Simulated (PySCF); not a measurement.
Job file and geometry (Å, from PBE0-D3(BJ)/def2-SVP) of an NMR shielding run on SMILES [O]=[Ru](=[O])(=[O])=[O], O$_{4}$Ru, GIAO B3LYP/pcSseg-1 Ru:def2-TZVP NMR shielding, core potentials past Kr, else non-relativistic, gas phase in PySCF; density fitting, a coarse starting grid and PySCF grid level 2 are the driver's defaults:

```
{"job": {"kind": "nmr", "xc": "B3LYP", "basis": {"default": "pcSseg-1", "Ru": "def2-TZVP"}, "pop": false}, "charge": 0, "multiplicity": 1}
Ru    -0.000500     0.000023     0.000096
O      0.020388    -0.015560     1.663579
O      1.561104     0.007353    -0.572033
O     -0.792340     1.362765    -0.533094
O     -0.788662    -1.354581    -0.558548
```

Q: Write the output of this run.

A: 
```
coarse grid: 28808 points
cycle   1  E = -395.4647522626  dE = -7.358e+00  |g| = 1.325e+00  |ddm| = 4.302e+00
cycle   2  E = -393.4114323951  dE =  2.053e+00  |g| = 3.746e+00  |ddm| = 2.057e+00
cycle   3  E = -395.6869356812  dE = -2.276e+00  |g| = 5.654e-01  |ddm| = 1.762e+00
cycle   4  E = -395.7413420529  dE = -5.441e-02  |g| = 7.087e-02  |ddm| = 3.633e-01
cycle   5  E = -395.7418807039  dE = -5.387e-04  |g| = 4.565e-02  |ddm| = 4.983e-02
cycle   6  E = -395.7422413469  dE = -3.606e-04  |g| = 1.475e-02  |ddm| = 2.839e-02
cycle   7  E = -395.7422829180  dE = -4.157e-05  |g| = 4.487e-04  |ddm| = 7.129e-03
cycle   8  E = -395.7422827527  dE =  1.653e-07  |g| = 1.069e-03  |ddm| = 7.305e-04
final grid: 59056 points
cycle   9  E = -395.7421879147  dE =  5.228e-06  |g| = 5.338e-03  |ddm| = 3.160e-03
cycle  10  E = -395.7420626861  dE =  1.252e-04  |g| = 2.600e-02  |ddm| = 1.525e-02
cycle  11  E = -395.7421934196  dE = -1.307e-04  |g| = 1.542e-04  |ddm| = 1.266e-02
cycle  12  E = -395.7421934232  dE = -3.649e-09  |g| = 4.153e-05  |ddm| = 7.653e-05
cycle  13  E = -395.7421934234  dE = -1.778e-10  |g| = 2.439e-05  |ddm| = 2.599e-05
converged SCF energy = -395.7421934234

GIAO shielding tensors (ppm)
atom      isotropic    diamagn.    paramagn.     s11        s22        s33       span
  0 Ru         nan         nan         nan        nan        nan        nan        nan
  1 O     -851.623     399.800   -1251.423  -1185.701   -685.345   -683.824    501.876
  2 O     -850.223     399.794   -1250.017  -1184.733   -682.977   -682.959    501.773
  3 O     -851.906     399.801   -1251.707  -1185.903   -685.894   -683.921    501.981
  4 O     -851.808     399.800   -1251.608  -1185.833   -685.760   -683.831    502.003
```

Q: Turn these shieldings into chemical shifts. References, each an isolated molecule treated in the same way: 17O (334.04 ppm) vs H2O.

A: Averaging equivalent atoms: O 1/2/3/4: 1185.4 ppm. No reference was computed at this level for Ru. Unscaled 17O shifts of doubly bonded oxygen tend to come out too high, by tens of ppm or more. Experimental scales use liquid or dissolved standards, which lie at an offset from isolated H2O (liquid H2O: subtract about 36 ppm).

Ru is described by an effective core potential, so it has no shielding of its own here; spin–orbit effects on the atoms bonded to it, which can be large, are absent, and the values of these neighbours are rough.

Size and cost of the density-fitted run: 108 basis functions, 5.4 s wall time on 1 thread of an x86-64 server CPU, shared host.
